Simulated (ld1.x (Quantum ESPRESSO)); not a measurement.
**Scattering properties, ultrasoft potential for C (Z = 6)**

carbon (C), ultrasoft, made with ld1.x (Quantum ESPRESSO) 7.5 (PBE, fully relativistic). Core [He], reference 2s1.75 2p2.25. Waves: 2s (bound): rcut 1.25, rcutus 1.45 bohr; 2s channel at 0.6 Ry: rcut 1.25, rcutus 1.45 bohr; 2p (bound): rcut 1.80, rcutus 2.05 bohr; 2p channel at 0.25 Ry: rcut 1.80, rcutus 2.05 bohr. Local part: all-electron potential smoothed inside 1.85 bohr (lloc = -1). Core correction: Bessel-smoothed model core, default radius (core density twice the valence density). Augmentation charge: PSQ, radius 1.00 bohr.

Open shells are filled in proportion to 2j + 1 (rel_dist='average').

The phase is arctan(r·u′/u) with u = r·R(r), unwrapped; energies in Ry, scanned from -3 to 5 Ry. A pole is an energy at which the radial function vanishes at the test radius. The pseudo phase is shifted by a multiple of π to meet the all-electron one at the reference energy, and phase errors are pseudo minus all-electron; the curves can meet again beyond the range given. Levels narrower than the energy grid can be missing from the lists of poles.

Problem. For each channel, where are the poles, and over which energies does the pseudopotential scatter like the atom?

Solution.

```csv
channel,radius (bohr),reference energy (Ry),"poles, all-electron","poles, pseudo",unbroken range about the reference energy with phases within 0.05 rad,phase error 1 Ry above the reference energy (rad)
s,2.26,-1.02,-0.34,-0.34,the whole range,+0.000
p1/2,2.26,-0.40,0.29,0.29,the whole range,-0.000
p3/2,2.26,-0.40,0.29,0.29,the whole range,-0.000
```

Phases in the p1/2 channel:

```
E (Ry)  all-electron  pseudo
 -3.00         1.293   1.293
 -2.76         1.278   1.278
 -2.52         1.260   1.260
 -2.28         1.238   1.238
 -2.04         1.210   1.210
 -1.80         1.173   1.173
 -1.56         1.122   1.122
 -1.32         1.044   1.044
 -1.08         0.909   0.909
 -0.84         0.630   0.630
 -0.60        -0.042  -0.042
 -0.36        -0.902  -0.902
 -0.12        -1.308  -1.308
  0.12        -1.492  -1.492
  0.36        -1.597  -1.597
  0.60        -1.671  -1.671
  0.84        -1.730  -1.730
  1.08        -1.785  -1.785
  1.32        -1.841  -1.841
  1.56        -1.904  -1.904
  1.80        -1.981  -1.981
  2.04        -2.083  -2.083
  2.28        -2.230  -2.230
  2.52        -2.458  -2.457
  2.76        -2.817  -2.815
  3.00        -3.299  -3.295
  3.24        -3.740  -3.736
  3.48        -4.037  -4.033
  3.72        -4.221  -4.218
  3.96        -4.341  -4.338
  4.20        -4.424  -4.421
  4.44        -4.485  -4.482
  4.68        -4.531  -4.529
  4.92        -4.568  -4.565
```
